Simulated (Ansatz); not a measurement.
Cost and result for the atomization energy of BH$_{3}$SZn (`B[S][ZnH]`) (6 atoms, 5 bonds).

```xyz
6

B    -0.424    0.654   -0.881
S    -0.406   -1.122   -0.895
Zn    0.524   -1.071    1.083
H    -0.873    1.237   -1.821
H     0.004    1.288    0.050
H     1.175   -0.987    2.464
```

The species carries charge 0 and has multiplicity 1. For Zn the d shell is correlated and the shells below it are frozen. Scalar relativity is left out up to krypton. All single points use the PBE0-D4/def2-TZVP geometry. Program: Ansatz. Hardware: A = 2 threads of an AMD EPYC 7R13 on a shared host; B = 2 threads of an AMD EPYC 7R13 on a shared host and a share of an NVIDIA H100 80 GB. Times are those of one run each, without the atoms' runs, and a repeat can differ threefold. Electronic energies, without spin–orbit coupling; frozen cores. CCSD(T)/CBS adds CCSD(T) − MP2 in def2-TZVPP to the MP2 limit, and its time is that of the two runs behind it. T1 = 0.017. With those shells the extrapolation isn't a true limit. B3LYP takes the VWN-RPA correlation (the form of Gaussian; ORCA's B3LYP/G).

CCSD(T)/CBS is a level of theory with its own doubt, some kJ/mol a heavy atom from the limit and from the frozen cores, so smaller differences don't rank the functionals.

```json
{"level": "LDA (SPW92)/def2-TZVPP [A]", "functions": "179", "wall time": "1 s"}
{"level": "revPBE-D4/def2-TZVPP [A]", "functions": "179", "wall time": "1.7 s"}
{"level": "BLYP-D4/def2-TZVPP [A]", "functions": "179", "wall time": "1.7 s"}
{"level": "CCSD(T)/def2-SVP [A]", "functions": "78", "wall time": "2 s"}
{"level": "PBE-D4/def2-TZVPP (with forces) [A]", "functions": "179", "wall time": "2.1 s"}
{"level": "BHLYP-D4/def2-TZVPP [A]", "functions": "179", "wall time": "2.9 s"}
{"level": "CCSD(T)/def2-TZVPP [B]", "functions": "179", "wall time": "3.2 s"}
{"level": "B3LYP-D4/def2-TZVPP (with forces) [A]", "functions": "179", "wall time": "3.7 s"}
{"level": "r2SCANh-D4/def2-TZVPP [A]", "functions": "179", "wall time": "4.4 s"}
{"level": "B97M-V/def2-TZVPP [A]", "functions": "179", "wall time": "6.5 s"}
{"level": "CCSD(T)/def2-QZVPP [B]", "functions": "317", "wall time": "8 s"}
{"level": "ωB97M-V/def2-TZVPP (with forces) [A]", "functions": "179", "wall time": "8.5 s"}
{"level": "CCSD(T)/CBS(def2)", "functions": "–", "wall time": "11 s"}
```

Question: What atomization energy does each give, and how far from CCSD(T)/CBS? (Estimate.)

Answer: The calculation gave: 
| level | atomization (kcal/mol) | difference from CCSD(T)/CBS | per bond |
| --- | --- | --- | --- |
| LDA (SPW92)/def2-TZVPP [A] | 444.6 | 55.1 | 11.0 |
| revPBE-D4/def2-TZVPP [A] | 386.5 | -3.0 | -0.6 |
| BLYP-D4/def2-TZVPP [A] | 383.7 | -5.8 | -1.2 |
| CCSD(T)/def2-SVP [A] | 368.4 | -21.1 | -4.2 |
| PBE-D4/def2-TZVPP (with forces) [A] | 395.2 | 5.7 | 1.1 |
| BHLYP-D4/def2-TZVPP [A] | 383.4 | -6.1 | -1.2 |
| CCSD(T)/def2-TZVPP [B] | 380.3 | -9.2 | -1.8 |
| B3LYP-D4/def2-TZVPP (with forces) [A] | 388.3 | -1.2 | -0.2 |
| r2SCANh-D4/def2-TZVPP [A] | 398.1 | 8.6 | 1.7 |
| B97M-V/def2-TZVPP [A] | 397.3 | 7.8 | 1.6 |
| CCSD(T)/def2-QZVPP [B] | 386.0 | -3.5 | -0.7 |
| ωB97M-V/def2-TZVPP (with forces) [A] | 395.4 | 5.9 | 1.2 |
| CCSD(T)/CBS(def2) | 389.5 | 0.0 | 0.0 |

From BLYP to BHLYP (50 % exact exchange), in def2-TZVPP and without D4, the atomization energy moves by +2.0 kcal/mol. In def2-TZVPP, CCSD(T) changes the Hartree–Fock value by +82.6 kcal/mol (the triples alone add +5.9 kcal/mol) and MP2 by +89.6 kcal/mol; breaking electron pairs costs correlation energy, which Hartree–Fock lacks. The D4 term adds +4.5 kcal/mol with B3LYP and +2.3 kcal/mol with PBE0; it sums over pairs of atoms, weighted by their polarisabilities, and B3LYP, whose exchange is more repulsive, gets the larger term.
